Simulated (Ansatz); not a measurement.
Frontier orbitals of C2H6AlN, SMILES `C[C](=N)[AlH2]`.

```xyz
10

C     0.739   -0.599    1.150
C    -0.231   -0.328    0.040
N    -1.161   -1.183   -0.160
Al   -0.165    1.270   -1.137
H     1.762   -0.647    0.764
H     0.497   -1.539    1.652
H     0.726    0.216    1.880
H    -1.765   -0.905   -0.937
H    -1.321    1.289   -2.227
H     0.918    2.426   -1.025
```

Charge 0, multiplicity 1. The geometry is a stationary point of PBE0-D4/def2-TZVP. It is one conformer, not always the lowest. Basis def2-TZVPP, Ansatz.

Orbital energies of one run (eV). Highest occupied ones, from the top: -6.12, -8.22, -8.40, -9.42, -10.42, -10.81, -11.34, -12.93, -14.83, -19.78, -24.54, -72.51, -72.52, -72.78. Empty: -2.35, -0.19, 0.55, 1.05, 1.74, 2.28.

Problem. Which functional gave them?
A. r2SCAN
B. r2SCANh
C. CAM-B3LYP
D. B3LYP

Solution. B. HOMO energies: r2SCANh -6.12, B3LYP -6.52, CAM-B3LYP -8.11, r2SCAN -5.62 eV.

B3LYP here is the variant with VWN-RPA as its local correlation; programs differ in this.
